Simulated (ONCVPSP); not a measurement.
## Building the ONCV potential for titanium (Ti) (PBE, scalar-relativistic).

titanium (Ti), optimised norm-conserving Vanderbilt (ONCV), made with ONCVPSP 4.0.1 (PBE, scalar-relativistic). Core [Ar], reference 3d2 4s1.5 4p0.5. Waves: 4s: rc 3.05 bohr, ncon 5, nbas 9, qcut 2.4 1/bohr, 2 projectors, debl 3.1 Ha; 4p: rc 3.10 bohr, ncon 3, nbas 7, qcut 2.4 1/bohr, 3 projectors, debl 3.8 Ha; 3d: rc 1.95 bohr, ncon 5, nbas 10, qcut 9.3 1/bohr, 2 projectors, debl 3.9 Ha. Local part: polynomial inside 1.70 bohr (lpopt 5, dvloc0 4 Ha). Core correction: Teter function, fcfact 4.75, rcfact 1.65.

All-electron outer shells of the reference configuration (PBE, scalar-relativistic, ld1.x):

| shell | level (eV) | outermost node (bohr) | outermost maximum (bohr) |
| --- | --- | --- | --- |
| 3s | -63.32 | 0.40 | 0.87 |
| 3p | -39.55 | 0.37 | 0.90 |
| 3d | -4.89 | – | 0.98 |
| 4s | -4.86 | 1.24 | 2.88 |
| 4p | -1.79 | 1.38 | 3.75 |

(1) Estimate the cutoffs (Ha) at which the residual kinetic energy of the hardest occupied pseudo-wave falls to 1 and 0.1 mHa per electron.

(2) What does a ghost test show?

(3) Which valence shell sets the plane-wave cutoff?

(4) Tests: 3d2 4s2 4p0; 3d2 4s1 4p0; 3d2 4s0 4p0; 3d1 4s2 4p1. Which has the largest error in its energy relative to the reference configuration, and how large is it?

## Answers

(1) 30 Ha and 34 Ha.

(2) No bound ghost flagged; GHOST(+) flagged for s at 95.5 eV, p at 255.5 eV, p at 419.7 eV.

(3) 3d: 30 Ha for 1 mHa per electron, against 3 Ha for 4s.

(4) 3d2 4s0 4p0, with -335 meV (all-electron minus pseudo) on +19.40 eV.
